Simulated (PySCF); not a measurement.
Geometries of 2 isomers of CH6B2FN, from PBE0-D3(BJ)/def2-SVP geometry optimisation, gas phase (PySCF 2.14.0). One conformer each, no zero-point energy, no frequencies.

Question: Which is lower in electronic energy at this level?
A.
```xyz
11
angstrom
N     -1.554    0.716    0.501
B     -0.410    0.214    1.118
C      0.520   -0.842    0.382
B      1.421    0.010   -0.546
F      1.051    0.223   -1.810
H     -2.156    1.401    0.938
H     -1.859    0.432   -0.422
H     -0.130    0.645    2.215
H     -0.092   -1.542   -0.211
H      1.119   -1.380    1.131
H      2.443    0.562   -0.195
```
B.
```xyz
11
angstrom
B      1.827   -0.416   -0.242
N      0.910    0.654   -0.210
B     -0.510    0.628   -0.009
C     -1.387   -0.644    0.218
F     -1.108    1.828   -0.018
H      2.999   -0.179   -0.417
H      1.437   -1.548   -0.095
H      1.291    1.589   -0.337
H     -0.834   -1.589    0.156
H     -2.209   -0.662   -0.516
H     -1.867   -0.582    1.209
```

Answer: B. That is `BNB(C)F`, 21.0 kcal/mol below the other.

```tsv
SMILES	atoms numbered as above	E (Eh)	relative (kcal/mol)	relative (kJ/mol)	dipole (D)
BNB(C)F	[BH2:1][NH:2][B:3]([CH3:4])[F:5]	-245.69206	0.0	0.0	0.12
NBCBF	[NH2:1][BH:2][CH2:3][BH:4][F:5]	-245.65858	21.0	87.9	1.96
```
